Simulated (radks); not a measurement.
Task: Pm5+, configuration [Kr] 4d10 4f3 5s2 5p5. Method: Dirac Kohn-Sham, PBEsol, spin-unpolarised, spherical densities, finite nucleus; open shells are shared between the two j in proportion to 2j + 1; Fermi nuclear charge, rms radius 4.962 fm; computed with a radial shooting solver on a logarithmic mesh with Libxc functionals.

Spin-orbit splittings of the eigenvalues, e(l+1/2) - e(l-1/2), with zeta = 2 splitting/(2l+1) and mean radii in bohr:

| shell | occ. | splitting (eV) | zeta (eV) | <r> j=l-1/2 | <r> j=l+1/2 |
|---|---|---|---|---|---|
| 2p | 6 | 559.8 | 373.2 | 0.08247 | 0.08899 |
| 3p | 6 | 112.5 | 75.01 | 0.2499 | 0.2625 |
| 3d | 10 | 24.38 | 9.752 | 0.2340 | 0.2379 |
| 4p | 6 | 24.94 | 16.63 | 0.6050 | 0.6329 |
| 4d | 10 | 4.495 | 1.798 | 0.6737 | 0.6833 |
| 4f | 3 | ? | ? | 0.8516 | 0.8582 |
| 5p | 5 | 4.326 | 2.884 | 1.469 | 1.532 |

Estimate the 4f splitting.

Result: 0.5989 eV (zeta = 0.1711 eV).
